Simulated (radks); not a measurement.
All-electron atom: Mg5+ in 2s2 2p5 (not the ground configuration).

Calculated with a radial shooting solver on a logarithmic mesh with Libxc functionals: scalar-relativistic Kohn-Sham, r2SCAN, spin-polarised, spherical densities, finite nucleus; open shells are filled with parallel spins first; meta-GGA in the generalised Kohn-Sham scheme; Fermi nuclear charge, rms radius 3.057 fm.

Energy parts (eV):
part                     energy
total                 -2433.980
kinetic                2431.492
electron-nucleus      -5770.555
Hartree                1138.128
exchange-correlation   -233.046

Orbitals (lengths in bohr, moments of r in powers of bohr; <r^-3> diverges for s and p1/2; r(max) is where P^2 peaks):
\begin{tabular}{lrrrrr}
orbital & occ. & eigenvalue (eV) & <r^4> & r(max) & <r^-3> \\ \hline
2s up & 1 & -217.8882 & 0.2833 & 0.4808 & - \\
2s down & 1 & -214.4132 & 0.2911 & 0.4825 & - \\
2p up & 3 & -192.0713 & 0.2135 & 0.3831 & 48.11 \\
2p down & 2 & -186.9807 & 0.2256 & 0.3868 & 46.96 \\
\end{tabular}

The highest occupied level is 2p down at -186.98 eV. Spin moment in Bohr magnetons: 1. Summed over all electrons, <r^2> = 2.433 bohr^2, which gives a Langevin (diamagnetic) susceptibility term of -1.93 x 10^-6 cm^3/mol.
